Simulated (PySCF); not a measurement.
# How the method changes the shape and vibrations of BGeH3NO cation

These are calculations, not measurements. The program is PySCF 2.14.0, an open-source quantum chemistry code, run on an isolated molecule that a program drew, which may never have been made. The molecule is BGeH3NO cation (charge +1, singlet), drawn as the SMILES string `[NH]=[GeH][B+]O`.

The geometry was optimised and harmonic frequencies were computed with HF and MP2, all in the cc-pVDZ basis, for the commonest isotopes, with a restricted reference for singlets and an unrestricted one otherwise, and a frozen core in MP2. Germanium has the cc-pVDZ-PP basis, with a core potential (ECP10MDF) in place of its 10 inner electrons, and its 3s, 3p and 3d shells are frozen in MP2. Each result is a local minimum of its method.

Geometry at the HF minimum:
```xyz
7
BGeH3NO cation, angstrom
N    -2.5019    0.3285   -0.9876
Ge   -1.7037    0.3337    0.4670
B     0.4397    0.1505    0.4702
O     1.6693    0.1198    0.4045
H    -1.9656    0.2477   -1.8390
H    -2.2035    0.4366    1.8763
H     2.4626   -0.4003    0.3023
```

Lengths of the bonds as drawn, in Å (atoms numbered as above):
| bond | HF | MP2 |
|---|---|---|
| N1-Ge2 | 1.659 | 1.735 |
| Ge2-B3 | 2.151 | 2.119 |
| B3-O4 | 1.232 | 1.251 |
| N1-H5 | 1.009 | 1.039 |
| Ge2-H6 | 1.499 | 1.512 |
| O4-H7 | 0.954 | 0.973 |

Rotational constants, in GHz:
| constant | HF | MP2 |
|---|---|---|
| A | 17.02 | 16.59 |
| B | 2.27 | 2.257 |
| C | 2.006 | 1.989 |

Harmonic frequencies in cm^-1, each column in rising order, so a row needn't be the same motion in every method:
| rank | HF | MP2 |
|---|---|---|
| 1 | 69 | 86 |
| 2 | 127 | 116 |
| 3 | 250 | 237 |
| 4 | 317 | 281 |
| 5 | 330 | 321 |
| 6 | 361 | 337 |
| 7 | 362 | 367 |
| 8 | 722 | 681 |
| 9 | 795 | 744 |
| 10 | 873 | 781 |
| 11 | 1031 | 922 |
| 12 | 1838 | ? |
| 13 | 2380 | 2300 |
| 14 | 3773 | 3431 |
| 15 | 4043 | 3803 |

**Estimate the missing MP2 frequency from the HF column.**

A single factor s that minimises the squared misfit of MP2 against s times HF over the other rows is sum(HF x MP2) / sum(HF^2) = 0.9312, with an rms misfit of 37 cm^-1. For rank 12 it gives 0.9312 x 1838 = 1712 cm^-1. The calculation gives 1739 cm^-1, 27 cm^-1 above the estimate. The drawn bonds are on average 1.7 % longer in MP2 than in HF.
